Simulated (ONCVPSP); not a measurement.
# Before and after: ONCV potential for Tb (Z = 65)

| Property | Result |
| --- | --- |
| Element | terbium |
| Generator | ONCVPSP 4.0.1 |
| Type | optimised norm-conserving Vanderbilt (ONCV) |
| Functional | LDA (Perdew-Zunger) |
| Relativity | scalar-relativistic |
| Frozen core | [Kr] 4d10 4f8 |
| Valence charge | 11 |
| Reference configuration | 5s2 5p6 5d1 6s2 |
| Partial waves | 5s+6s: rc 1.70 bohr, ncon 3, nbas 6, qcut 6.3 1/bohr, 2 projectors; 5p: rc 1.85 bohr, ncon 3, nbas 7, qcut 7.3 1/bohr, 2 projectors, debl 1.6 Ha; 5d: rc 3.50 bohr, ncon 4, nbas 9, qcut 3.6 1/bohr, 2 projectors, debl 1.8 Ha; f scattering state at 0.17 Ha: rc 3.55 bohr, ncon 3, nbas 6, qcut 3.6 1/bohr, 2 projectors, debl 3.5 Ha |
| Local potential | polynomial inside 1.45 bohr (lpopt 4, dvloc0 0 Ha) |
| Core correction | Teter function, fcfact 2, rcfact 1.55 |

All-electron outer shells of the reference configuration (LDA (Perdew-Zunger), scalar-relativistic, ld1.x):

```json
{"shell": "5s", "level (eV)": "-51.40", "outermost node (bohr)": "0.64", "outermost maximum (bohr)": "1.16"}
{"shell": "5p", "level (eV)": "-27.99", "outermost node (bohr)": "0.69", "outermost maximum (bohr)": "1.33"}
{"shell": "4f", "level (eV)": "-9.17", "outermost node (bohr)": "–", "outermost maximum (bohr)": "0.55"}
{"shell": "6s", "level (eV)": "-4.34", "outermost node (bohr)": "1.57", "outermost maximum (bohr)": "3.28"}
{"shell": "5d", "level (eV)": "-2.59", "outermost node (bohr)": "0.77", "outermost maximum (bohr)": "1.97"}
```

Change: reference 5s2 5p6 5d1 6s1.5.

Cutoffs: the cutoffs (Ha) at which the residual kinetic energy of the hardest occupied pseudo-wave falls to 1 and 0.1 mHa per electron; they do not see the model core or the augmentation charge, which bear on the density cutoff. Errors are all-electron minus pseudo energies relative to the spin-unpolarised reference configuration.

Q: What does the change do?

A: The potential gets neither clearly harder nor softer (17 Ha and 21 Ha → 17 Ha and 21 Ha); a bound ghost appears in f, which as a rule spoils a file; the number of tests with a reliable result goes from 3 to 4.

```csv
quantity,base,changed
"cutoff, loose",17 Ha,17 Ha
"cutoff, tight",21 Ha,21 Ha
loose cutoff by channel,"s 16 Ha, p 17 Ha, d 5.2 Ha","s 16 Ha, p 17 Ha, d 5.2 Ha"
bound ghosts,none,f
GHOST(+) flags under 300 eV,s at 210.4 eV,s at 207.4 eV
"tests counted as reliable (solved cleanly; for ONCVPSP, near-neutral configurations with less than one 5d electron left out)",3 of 4,4 of 4
s: phases at 1.73 bohr within 0.05 rad from the reference energy up to (Ha; the scan ends near 5),to the end of the scan,to the end of the scan
p: phases at 1.88 bohr within 0.05 rad from the reference energy up to (Ha; the scan ends near 5),to the end of the scan,to the end of the scan
d: phases at 3.55 bohr within 0.05 rad from the reference energy up to (Ha; the scan ends near 5),0.5,0.4
f: phases at 3.61 bohr within 0.05 rad from the reference energy up to (Ha; the scan ends near 5),0.7,0.5
"rms error of d²Exc/dni dnj with the model core, mHa",2.15,2.20
```

 A true bound ghost makes a file unfit for plane-wave use even where its test errors are small: the radial tests pick states by their node count and pass the ghost by.
